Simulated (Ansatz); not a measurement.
Stepwise reaction of `[OH][W]([OH])([OH])([OH])([F])[Cl]` with hydrogen chloride, as a gas-phase model of exchange steps in deposition or etching. ΔE in kJ/mol.

Calculated with Ansatz (gas phase, PBE0-D4/def2-TZVP geometries, no zero-point term in ΔE). CBS: MP2 limit from def2 TZ/QZ plus the TZ coupled-cluster correction, frozen cores. This one scheme is used for every species. Functionals use def2-TZVPP. B3LYP here is the variant with VWN-RPA as its local correlation; programs differ in this. Elements past krypton have def2 core potentials. For W outer-core shells are correlated without core-valence functions, which leaves a few kJ/mol of doubt a bond. Each species was taken in one conformer, which may not be the lowest.

```csv
step,reaction,PBE-D4,B3LYP-D4,ωB97M-V,CCSD(T)/CBS
2,`[OH][W]([OH])([OH])([F])([Cl])[Cl]` + HCl → `[OH][W]([OH])([F])([Cl])([Cl])[Cl]` + H₂O,3.9,10.1,14.5,6.9
```

Give the row of step 1, `[OH][W]([OH])([OH])([OH])([F])[Cl]` + HCl → `[OH][W]([OH])([OH])([F])([Cl])[Cl]` + H₂O. (Best estimate.)

The calculation gave: 
```
step                                                                                 reaction  PBE-D4  B3LYP-D4  ωB97M-V  CCSD(T)/CBS
   1  `[OH][W]([OH])([OH])([OH])([F])[Cl]` + HCl → `[OH][W]([OH])([OH])([F])([Cl])[Cl]` + H₂O     0.1       2.9     10.0          5.3
```

By hand: ΔE of the 2 steps together at CCSD(T)/CBS.

(5.3) + (6.9) = 12.2 kJ/mol, or 6.1 kJ/mol a step.

In ΔE the steps differ by no more than 1.6 kJ/mol. All are uphill at CCSD(T)/CBS. PBE-D4 differs from CCSD(T)/CBS by -5.2 to -3.0 kJ/mol a step. Isolated molecules leave out the surface, adducts and barriers. Largest T1 diagnostic: 0.022.
